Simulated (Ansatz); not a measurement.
# A barrier at the coupled-cluster level

Start structure (Si2NH7S, singlet), relaxed at PBE0-D4/def2-TZVP:

Si1  (-0.048, 0.366, -0.477)
N2  (1.233, 1.226, 0.273)
S3  (0.472, -1.029, -2.036)
H4  (0.905, -0.096, -2.901)
H5  (-0.928, 1.410, -1.063)
Si6  (-1.128, -0.952, 1.128)
H7  (1.594, 2.063, -0.155)
H8  (1.959, 0.730, 0.765)
H9  (-0.116, -1.759, 1.864)
H10  (-2.106, -1.877, 0.497)
H11  (-1.838, -0.083, 2.104)
(Å)

The step: Si₂NH₇S ([NH2][SiH]([SiH3])[SH]) → Si₂H₄S ([SiH3][SiH][S]) + NH₃ (still joined by a long Si–N bond); bonds formed: N2–H4; bonds broken: S3–H4; bonds weakened to dative contacts: Si1–N2. Program: Ansatz 0.2.0. Basis: def2-TZVPP and def2-QZVPP. Cores are frozen in the correlated methods. Extrapolation: Hartree–Fock as exp(−7.88 √X), correlation as X^−2.97. Energies below are by CCSD(T) at an estimated basis limit (MP2 extrapolated from triple and quadruple zeta, plus CCSD(T) − MP2 in triple zeta).

Problem. What are the electronic barrier and the energy of the step, from the start structure to the end structure? (Judge from chemistry; the value comes from the calculation.)

Solution. Computed: Barrier 117.2 kJ/mol; step energy 47.3 kJ/mol (uphill); reverse barrier, their difference, 69.9 kJ/mol. Barrier and step energy count from the start structure, the reverse barrier from the end structure.

The saddle point: One imaginary mode of 1364i cm⁻¹.
```json
{"pair": "N2–H4", "start (Å)": "3.45", "saddle (Å)": "1.34", "end (Å)": "1.02"}
{"pair": "Si1–N2", "start (Å)": "1.72", "saddle (Å)": "1.84", "end (Å)": "1.97"}
{"pair": "S3–H4", "start (Å)": "1.34", "saddle (Å)": "1.67", "end (Å)": "3.16"}
```

Zero-point energy (harmonic, PBE0-D4): ZPE is 182.4 kJ/mol at the start and 178.7 kJ/mol at the saddle, so the barrier goes from 117.2 to 113.5 kJ/mol.

T1 diagnostic: at most 0.014.

Labels in which every atom is bracketed show which atoms are joined, not bond orders.

For scale, one of the runs: CCSD(T)/def2-TZVPP, 255 basis functions, launched by `ansatz run in.yaml --threads 4 --pin off --events-out ev --progress --plain --max-ram 9574MiB`. Hardware: 4 CPU threads of an Arm Neoverse V2, shared host. Wall time 100 s; peak host memory 5.1 GiB.
